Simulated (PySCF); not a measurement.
**In⁺: ionisation energy**

In⁺ [Kr] 4d10 5s2 (1S) → In²⁺ [Kr] 4d10 5s1 (2S), as a difference of total energies. Calculation: PySCF 2.14, in x2c-SVPall; scalar relativity by spin-free X2C-1e. Correlated levels: valence: [Kr] 4d10 frozen. The calculations carry no spin-orbit coupling.

```json
{"method": "UHF", "ionisation energy (eV)": "17.126"}
{"method": "LDA", "ionisation energy (eV)": "19.511"}
{"method": "M06-2X", "ionisation energy (eV)": "18.733"}
{"method": "MP2 (valence)", "ionisation energy (eV)": "17.682"}
{"method": "SCS-MP2 (valence)", "ionisation energy (eV)": "17.794"}
{"method": "CCSD (valence)", "ionisation energy (eV)": "17.966"}
```

Errors of the correlated levels include the incompleteness of this basis and the frozen core.

With two correlated electrons CCSD is exact in that space.

**Question.** Which method comes closest to the reference value, and which is furthest?

**Answer.** The reference is 18.870 eV (measured; NIST Atomic Spectra Database, ionization energies). Closest: M06-2X (error -0.137 eV); furthest: UHF (error -1.744 eV).
